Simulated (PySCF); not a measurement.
Ge(Cl)(OH)(NH2)2, SMILES [NH2][Ge]([NH2])([OH])[Cl] at its PBE0/def2-SVP optimised geometry (Å):

```
10

N     -1.0727    -2.2022    -1.4226
Ge    -0.6193    -1.1803     0.0000
N     -1.3496     0.4725     0.0000
O     -1.1946    -1.8790     1.5119
Cl     1.5571    -1.1803     0.0000
H     -0.3058    -2.4588    -2.0360
H     -1.8644    -1.8602    -1.9595
H     -0.8238     1.1803    -0.5049
H     -1.5571     0.8102     0.9370
H     -1.2267    -2.8411     1.4642
```

Level of theory: PBE0/def2-TZVP (PySCF 2.14.0). Cells within 0.4 Å of a nucleus heavier than hydrogen are left out (blank, or x).

Map of the log10 of the electron density (e/bohr³), floored at −4 on the plane z = 0.0 Å:

```
|000000000000000000000000000|
|000000000000000000000000000|
|000000000000000000000000000|
|000000000000000000000000000|
|000000000000000000000000000|
|000000111222110000000000000|
|000011223333221000000000000|
|000122334444332100000000000|
|000123455565432100000000000|
|001234566776543211110000000|
|001245677876543222221100000|
|00234567xx87643333333211000|
|00234567xx87654444444322100|
|001345677876654455555432100|
|001234567776655566766543210|
|001233456678766677777653210|
|0001234567xx976678xx7654210|
|0001233467xxx7677xxx7654310|
|00012234579x976677x87654210|
|000122345677766667776543210|
|000012345566555566665543210|
|000012344555444455554432100|
|000012334444433334443321000|
|000011233333322223332210000|
|000001222332221111211100000|
|000000112222111000000000000|
|000000011111000000000000000|
```
Scale: ten equal steps from -4.00 (start of '0') to 0.428 (end of '9'), in the order '0123456789'; x runs from -4.00 to 4.00, y from -4.00 (bottom) to 4.00 (top).
